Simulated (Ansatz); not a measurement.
Computed with Ansatz on PBE0-D4/def2-TZVP structures; ΔE is electronic, products minus reactants. CCSD(T)/CBS is the MP2 limit (def2-TZVPP, def2-QZVPP) plus CCSD(T) − MP2 in def2-TZVPP, frozen cores. DFT in def2-TZVPP. HSE06 is defined as in plane-wave codes. Elements past krypton have def2 core potentials. For Br, Ga, Sn outer-core shells are correlated without core-valence functions, which leaves a few kJ/mol of doubt a bond. Scalar relativity is left out up to krypton. One conformer a species, not always the lowest.

Reaction (cleavage of the Si–Sn bond): `[SiH3][SnH2][SiH3]` + `C[O][Ga]([OH])[Br]` → `C[O][Ga]([Br])[O][SiH3]` + `[SiH3][SnH3]`

| level | ΔE (kcal/mol) | difference from CCSD(T)/CBS |
| --- | --- | --- |
| LDA (SPW92) | -11.2 | 4.0 |
| PBE-D4 | -10.5 | 4.7 |
| revPBE-D4 | -11.0 | 4.2 |
| BLYP-D4 | -14.8 | 0.4 |
| r2SCAN-D4 | -14.8 | 0.4 |
| r2SCAN0-D4 | -15.4 | -0.2 |
| HSE06-D4 | -12.4 | 2.8 |
| ωB97X-V | -16.2 | -1.0 |
| PBE | -10.4 | 4.8 |
| r2SCANh | -15.0 | 0.2 |
| HSE06 | -12.3 | 2.9 |
| MP2/def2-SVP | -16.2 | -1.0 |
| CCSD/def2-SVP | -16.0 | -0.8 |
| CCSD(T)/def2-SVP | -15.5 | -0.3 |
| HF/def2-TZVPP | -22.7 | -7.5 |
| CCSD/CBS(def2) | -16.0 | -0.8 |
| CCSD(T)/CBS | -15.2 | 0 |

Largest T1 diagnostic among the species: 0.013.

From BLYP to BHLYP (50 % exact exchange), in def2-TZVPP and without D4, ΔE moves by −4.4 kcal/mol. Leaving LDA and LC-ωPBE aside and taking each functional with its dispersion term where it has one, the values, not all of them listed here, spread over 8.2 kcal/mol, from BHLYP-D4 to PBE-D4. LDA lies −0.8 kcal/mol from PBE without D4. In def2-TZVPP, CCSD(T) changes the Hartree–Fock value by +6.1 kcal/mol (the triples alone add +0.8 kcal/mol) and MP2 by +6.1 kcal/mol.
